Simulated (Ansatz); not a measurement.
The cluster Cd₂SF₂⁺. The state is a doublet with charge 1. Geometry PBE0-D4/def2-SVP, that of the neutral singlet; atoms count from 1.

```
atom   x (Å)   y (Å)   z (Å)
 Cd1  -0.711   1.087  -1.169
 Cd2   0.709  -0.777   1.395
  S3  -0.007   1.398   1.021
  F4  -1.308   0.869  -2.994
  F5   1.317  -2.577   1.746
```

In the def2 sets Cd takes a core potential; there is no spin–orbit coupling. The structure comes from a short search, and lower isomers may exist.

(1) Estimate the Mulliken populations from the PBE0/def2-TZVP orbitals of Ansatz.

(2) Where does the spin sit?

(3) And the Mayer bond orders between bonded heavy atoms (over 0.3)?

Answers

(1) 
```
atom  charge (e)  spin (α − β)  d electrons
 Cd1        0.98         -0.01         9.97
 Cd2        0.98         -0.01         9.97
  S3       -0.03          0.99            –
  F4       -0.47          0.02            –
  F5       -0.47          0.02            –
```
Mulliken values and Mayer orders depend strongly on the basis.

(2) Summed by element: Cd -0.02, S 0.99, F 0.03, of 1 unpaired in all. Largest on single atoms: S3 0.99, F4 0.02, F5 0.02.

(3) Cd1–S3 0.79 (2.32 Å); Cd1–F4 0.81 (1.93 Å); Cd2–S3 0.79 (2.32 Å); Cd2–F5 0.81 (1.93 Å).
